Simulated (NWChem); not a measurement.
# BCl2F

SMILES: FB(Cl)Cl
```xyz
4

B      0.0000     0.0000     0.3575
F      0.0000     0.0000     1.6714
Cl     1.5302     0.0000    -0.4950
Cl    -1.5302     0.0000    -0.4950
```
Charge 0, spin multiplicity 1.

All runs are NWChem calculations. All single points use one geometry, from B3LYP/def2-SVP, a minimum by its harmonic frequencies.

Symmetry labels belong to the abelian group C2v used in the runs, with the axes of the coordinates shown.

B3LYP has NWChem's definition, with VWN1-RPA local correlation. The Pople sets run with spherical d functions. The structure started from a generated list of species.

List the lowest 6 singlet excitations that TD-B3LYP/6-31+G* (spherical d), VWN1-RPA local correlation gives, with oscillator strengths.


```json
[
 {"state": "1", "symmetry": "a2", "energy (eV)": "6.52", "wavelength (nm)": "190", "f": "0.000"},
 {"state": "2", "symmetry": "b2", "energy (eV)": "7.38", "wavelength (nm)": "168", "f": "0.001"},
 {"state": "3", "symmetry": "b1", "energy (eV)": "7.54", "wavelength (nm)": "164", "f": "0.137"},
 {"state": "4", "symmetry": "b1", "energy (eV)": "7.89", "wavelength (nm)": "157", "f": "0.067"},
 {"state": "5", "symmetry": "a2", "energy (eV)": "8.29", "wavelength (nm)": "149", "f": "0.000"},
 {"state": "6", "symmetry": "a1", "energy (eV)": "8.39", "wavelength (nm)": "148", "f": "0.022"}
]
```
